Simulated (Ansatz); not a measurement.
A structure relaxed at r2SCAN-D4/def2-SVP in Ansatz, charge 0, singlet:

```xyz
7

Ca    0.005    1.342   -0.119
Ca   -0.011   -1.439    0.086
Ca    0.876    0.579    3.466
Ca   -0.686   -0.241   -2.711
O     0.973   -0.177   -1.465
O     0.397    0.052    1.571
O    -1.553   -0.115   -0.829
```

Problem. Give its formula and point group.

Solution. the cluster Ca₄O₃. Point group Cs (tolerance 0.1 Å).

Problem. Summarise the bond lengths by kind (pairs closer than 1.2 times the sum of covalent radii, bridged metal pairs left out).

Solution. 9 × Ca–O 2.02 to 2.25 Å.

The restricted singlet is unstable towards broken spin symmetry in Hartree–Fock (as tested in another run); at r2SCAN-D4/def2-SVP this wasn't settled. Another isomer (singlet) lies 1.84 eV lower at PBE0-D4/def2-TZVP; other spin states weren't run for this one.
